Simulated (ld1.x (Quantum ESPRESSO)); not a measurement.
# Si: variants of one TM potential

Base potential:

| Property | Result |
| --- | --- |
| Element | Si (Z = 14) |
| Generator | ld1.x (Quantum ESPRESSO) 7.5 |
| Type | norm-conserving Troullier–Martins (Kleinman–Bylander form) |
| Functional | PBE |
| Relativity | scalar-relativistic |
| Frozen core | [Ne] |
| Valence charge | 4 |
| Reference configuration | 3s2 3p2 |
| Partial waves | 3s (bound): rc 1.65 bohr; 3p (bound): rc 1.65 bohr |
| Local potential | the p channel |
| Core correction | Bessel-smoothed model core inside 1.55 bohr |

Cutoffs, loose and tight: the cutoffs (Ry, on a coarse ladder) from which the occupation-weighted sum of valence levels, in a spherical-Bessel basis at the reference potential, stays within 10 and 1 mRy of its value at 400 Ry. They do not see the model core or the augmentation charge, which bear on the density cutoff. Test errors are all-electron minus pseudo excitation energies from the reference, over the configurations 3s2 3p1; 3s2 3p0; 3s1 3p0; 3s2 3p1.5; 3s1 3p3; 3s0 3p4; 3s1 3p2. A dash means not determined; rows that change the core or the reference have their own tests.

```csv
change,outcome,"cutoff, loose","cutoff, tight",bound ghosts,largest test error (meV)
base,generated,15 Ry,40 Ry,none,+89
"all radii but the core radius scaled by about 0.75 (s 1.24, p 1.24 bohr)",generated,80 Ry,160 Ry,none,+97
"all radii but the core radius scaled by about 0.82 (s 1.36, p 1.36 bohr)",generated,50 Ry,80 Ry,none,+84
"all radii but the core radius scaled by about 0.88 (s 1.46, p 1.46 bohr)",generated,35 Ry,70 Ry,none,+83
"all radii but the core radius scaled by about 0.96 (s 1.58, p 1.58 bohr)",generated,25 Ry,45 Ry,none,+86
"all radii but the core radius scaled by about 1.03 (s 1.70, p 1.70 bohr)",generated,15 Ry,40 Ry,none,+90
"all radii but the core radius scaled by about 1.10 (s 1.82, p 1.82 bohr)",generated,15 Ry,35 Ry,none,+94
"all radii but the core radius scaled by about 1.19 (s 1.96, p 1.96 bohr)",generated,15 Ry,35 Ry,none,+95
"all radii but the core radius scaled by about 1.26 (s 2.08, p 2.08 bohr)",generated,12 Ry,30 Ry,none,+93
"all radii but the core radius scaled by about 1.32 (s 2.18, p 2.18 bohr)",generated,12 Ry,30 Ry,none,+91
"all radii but the core radius scaled by about 1.41 (s 2.32, p 2.32 bohr)",generated,10 Ry,30 Ry,none,+87
```

Reading the sweep of the scale of all radii but the core radius (base = 1) (base included, trends over the rows without a ghost): The loose cutoff falls from 80 Ry at 0.75 to 10 Ry at 1.41. A larger radius leaves more room for a smooth pseudo-wave, so fewer plane waves are needed; a smaller one forces it to follow the all-electron wave where it bends sharply. The median size of the test errors (rows with all tests solved) is not monotonic: lowest 2.0 meV at 1.1, highest 16.0 meV at 0.75.
